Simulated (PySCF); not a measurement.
# What a mistake does to a calculation on GeH3NOSi

All numbers below are calculated, not measured. The program is PySCF 2.14.0, an open-source quantum chemistry code, run on an isolated molecule that a program drew, which may never have been made. The molecule is GeH3NOSi (charge 0, singlet), drawn as the SMILES string `N[Si][GeH]=[O]`.

Each row is a Hartree-Fock (HF) and frozen-core CCSD(T) single point in the cc-pV(D+d)Z basis, meant for a local HF minimum. Run 1 is clean. Each other run has one planted mistake out of seven kinds, and not every kind appears here: one electron removed, one electron added, multiplicity raised by two, geometry at a saddle point, minimal basis STO-3G, one bond length entered in bohr, all coordinates scaled. The reference is restricted for singlets and unrestricted otherwise, and also for a bond in bohr. Adding or removing an electron swaps singlet and doublet. Electrons count all cores. HOMO and LUMO are orbital energies over both spins, the gradient is its largest component, and the lowest frequency (negative if imaginary) is given only where the gradient is small. Bond lengths are over the 6 bonds as drawn. T1 is the CCSD diagnostic: over 0.02 (restricted) or 0.045 (unrestricted) a single reference is doubtful. Germanium has the cc-pVDZ-PP basis, with a core potential (ECP10MDF) in place of its 10 inner electrons, and its 3s, 3p and 3d shells are frozen in CCSD(T).

Geometry of the clean run:
```xyz
7
GeH3NOSi, angstrom
N    -0.1643   -1.0193    0.5787
Si    1.3999   -0.9462   -0.0793
Ge    1.3002    1.5380   -0.3260
O     2.4461    2.5272   -0.9158
H    -0.8024   -0.2637    0.7560
H    -0.5683   -1.8990    0.8485
H    -0.0440    2.1682    0.1586
```

| run | electrons | basis functions | <S^2> | HOMO (eV) | LUMO (eV) | gradient (hartree/bohr) | lowest frequency (cm^-1) | mean bond (Å) | longest bond (Å) | T1 | HF (hartree) | CCSD(T) (hartree) | mistake |
|---|---|---|---|---|---|---|---|---|---|---|---|---|---|
| 1 | 64 | 89 | 0.000 | -8.81 | 0.14 | 1.7e-05 | 50 | 1.5655 | 2.498 | 0.0270 | -713.31950 | -713.91174 | no fault |
| 2 | 65 | 89 | 0.787 | -1.06 | 6.41 | 5.4e-02 | - | 1.5655 | 2.498 | 0.0247 | -713.33570 | -713.92808 | one electron added |
| 3 | 64 | 89 | 0.000 | -8.91 | -0.06 | 4.8e-02 | - | 1.6453 | 2.626 | 0.0320 | -713.30157 | -713.90916 | all coordinates scaled |
| 4 | 64 | 89 | 1.291 | -8.52 | 0.17 | 3.4e-02 | - | 1.8174 | 3.210 | 0.0479 | -713.22267 | -713.76804 | ? |
| 5 | 64 | 89 | 2.101 | -7.39 | -0.81 | 4.8e-02 | - | 1.5655 | 2.498 | 0.0497 | -713.26500 | -713.84068 | ? |

**Which mistake was planted in run 4, and what did it cost?**

The mean bond changes by a factor of 1.161 and the longest by 1.285, so the molecule wasn't scaled as a whole. A length L in bohr read as angstrom grows by (1/0.5292 - 1) L = 0.890 L. The 6 bonds together grew by 6 x 0.2519 = 1.511 Å, which gives L = 1.699 Å. That is bond N1-Si2, 1.699 Å in the clean geometry. So the mistake is: one bond length entered in bohr. Subtracting run 1 and multiplying by 627.51 kcal/mol a hartree, the energy moved by 60.8 kcal/mol in HF and 90.2 kcal/mol in CCSD(T).

**Which mistake was planted in run 5, and what did it cost?**

Electrons, basis and geometry are unchanged, and <S^2> is 2.101, beside S(S+1) = 2.00 for a multiplicity of 3. So the mistake is: multiplicity raised by two. Subtracting run 1 and multiplying by 627.51 kcal/mol a hartree, the energy moved by 34.2 kcal/mol in HF and 44.6 kcal/mol in CCSD(T).

Cautions from the logs. Run 1: T1 is over the limit, so its CCSD(T) energy is less reliable; run 3: T1 is over the limit, so its CCSD(T) energy is less reliable; run 4: T1 is over the limit, so its CCSD(T) energy is less reliable; run 5: T1 is over the limit, so its CCSD(T) energy is less reliable.
